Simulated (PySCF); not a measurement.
Species: C5H6N2.
SMILES: `Nc1ccccn1`

Computed with PBE0/pcSseg-1 in PySCF (dipole) on a GFN2-xTB geometry, gas phase.

Take the most abundant isotopes and a rigid rotor. 

Task: Give the principal moments of inertia and the rotational constants in MHz.

Result: Ia = 86.43, Ib = 182.15, Ic = 268.34 u·Å²; 505379 MHz·u·Å²/I gives A = 5848, B = 2775, C = 1883 MHz.

Task: What kind of rotor is it?

Result: An asymmetric top. Ray's parameter κ = (2B − A − C)/(A − C) = -0.550; −1 is the prolate and +1 the oblate limit.

Task: What does the inertial defect say?

Result: Not planar: Δ = Ic − Ia − Ib = -0.23 u·Å². For a rigid frame Δ = −2 Σ m c², so Σ m c² = 0.12 u·Å² lies off the ab plane: 0.08 from hydrogen and 0.04 from heavier atoms. The atom farthest from that plane is 0.24 Å away.

Task: Give the coordinates in the principal-axis frame, origin at the centre of mass.

Result: The sense of each axis is arbitrary; atoms in the order of the calculation.
| atom | mass (u) | a (Å) | b (Å) | c (Å) |
| --- | --- | --- | --- | --- |
| N1 | 14.003 | 2.260 | 0.032 | 0.048 |
| C2 | 12.000 | 0.895 | 0.035 | -0.012 |
| C3 | 12.000 | 0.167 | 1.235 | -0.009 |
| C4 | 12.000 | -1.208 | 1.166 | 0.002 |
| C5 | 12.000 | -1.826 | -0.080 | 0.009 |
| C6 | 12.000 | -1.018 | -1.202 | 0.001 |
| N7 | 14.003 | 0.303 | -1.157 | -0.014 |
| H8 | 1.008 | 2.701 | -0.854 | -0.133 |
| H9 | 1.008 | 2.754 | 0.858 | -0.241 |
| H10 | 1.008 | 0.686 | 2.182 | -0.013 |
| H11 | 1.008 | -1.799 | 2.071 | 0.003 |
| H12 | 1.008 | -2.901 | -0.170 | 0.018 |
| H13 | 1.008 | -1.441 | -2.199 | 0.002 |

Task: Where do the levels up to J = 5 lie, in MHz?

Result: Above 0(0,0):
J = 1: 1(0,1) 4658, 1(1,1) 7731, 1(1,0) 8622
J = 2: 2(0,2) 13806, 2(1,2) 16155, 2(1,1) 18829, 2(2,1) 28048, 2(2,0) 28216
J = 3: 3(0,3) 27146, 3(1,3) 28696, 3(1,2) 34023, 3(2,2) 42022, 3(2,1) 42823, 3(3,1) 59711, 3(3,0) 59732
J = 4: 4(0,4) 44371, 4(1,4) 45262, 4(1,3) 54037, 4(2,3) 60522, 4(2,2) 62728, 4(3,2) 78626, 4(3,1) 78763, 4(4,1) 103009, 4(4,0) 103011
J = 5: 5(0,5) 65307, 5(1,5) 65767, 5(1,4) 78608, 5(2,4) 83441, 5(2,3) 87984, 5(3,3) 102312, 5(3,2) 102839, 5(4,2) 126668, 5(4,1) 126686, 5(5,1) 157994, 5(5,0) 157994
The levels of one J sum to (2J + 1)J(J + 1)(A + B + C)/3.

Task: Which types of transition are allowed, and where do some lines up to J = 4 fall?

Result: The dipole components are |μa| = 0.69 D, |μb| = 1.74 D, |μc| = 0.71 D. Intensities carry the squares of the components, which stand as 0.16 : 1.00 : 0.17 (a : b : c). Some lines, for components of 0.1 D or more:

| type | branch | J(Ka,Kc) | MHz | lower level (cm⁻¹) |
| --- | --- | --- | --- | --- |
| c | Q | 3(1,3) ← 3(0,3) | 1550 | 0.906 |
| c | Q | 3(3,1) ← 3(2,1) | 16889 | 1.428 |
| b | Q | 3(3,1) ← 3(2,2) | 17690 | 1.402 |
| b | R | 2(2,1) ← 1(1,0) | 19426 | 0.288 |
| c | R | 2(2,1) ← 1(1,1) | 20317 | 0.258 |
| b | R | 3(2,2) ← 2(1,1) | 23193 | 0.628 |
| b | Q | 4(4,0) ← 4(3,1) | 24247 | 2.627 |
| c | R | 4(2,3) ← 3(1,3) | 31826 | 0.957 |
| b | R | 4(3,2) ← 3(2,1) | 35803 | 1.428 |
| b | R | 4(3,1) ← 3(2,2) | 36741 | 1.402 |

No GFN2-xTB frequencies stand behind this structure, so it isn't proved a minimum. These are rigid-rotor constants of the computed structure; measured ground-state constants (B0) also hold zero-point vibration. A rigid rotor knows nothing of inversion at nitrogen, which can split or shift real lines. Quadrupole hyperfine structure (14N) is left out.

Conformer computed: `[NH2:1][c:2]1[cH:3][cH:4][cH:5][cH:6][n:7]1`: H–N1–C2–C3 -169°, H–N1–C2–C3 -22°.
